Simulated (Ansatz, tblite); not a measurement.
Forces on B₆Os⁻ at its PBE-D4/def2-SVPD geometry. Total charge -1; doublet.

In the def2 sets Os takes a core potential; there is no spin–orbit coupling. The xTB rows come from tblite. At PBE-D4/def2-TZVPD the charge -1 doublet is spin-contaminated (final ⟨S²⟩ up to 1.03, 0.75 for a pure state). At PBE-D4/def2-TZVPD the highest occupied level of the charge -1 doublet lies above zero (up to 0.15 eV). The electron is either unbound and held by the finite basis, or the level is raised by self-interaction error. Another isomer (doublet) lies 0.97 eV lower at PBE0-D4/def2-TZVPD; other spin states weren't run for this one.

GFN1-xTB (tblite), largest force 4.19 eV/Å:

```xyz
7
positions Å, forces eV/Å
Os   -1.171    1.194   -0.653   -2.641    3.076   -0.916
B     0.135    0.422    0.874   -0.768    2.524    2.056
B     1.401   -0.382    0.012    1.157   -2.300    1.161
B     0.116   -1.293    0.650    2.355   -1.447    0.563
B    -0.062   -0.477   -0.806   -0.636   -1.741   -3.758
B    -1.312   -0.514    0.510   -0.689   -0.732    0.920
B     0.894    1.050   -0.587    1.222    0.620   -0.027
```

GFN2-xTB (tblite), largest force 2.38 eV/Å:

```
Os -1.559 1.547 -0.925
B -0.086 0.577 0.652
B -0.942 -0.752 0.252
B 0.885 0.548 -0.658
B 0.289 -0.818 -0.583
B 0.651 -0.590 0.659
B 0.763 -0.511 0.604
```

PBE-D4/def2-TZVPD (Ansatz), largest force 0.50 eV/Å:

```
Os 0.325 -0.334 0.184
B -0.031 -0.065 -0.158
B -0.327 0.112 -0.017
B -0.056 0.310 -0.153
B 0.009 0.062 0.109
B 0.113 0.008 -0.020
B -0.033 -0.093 0.054
```
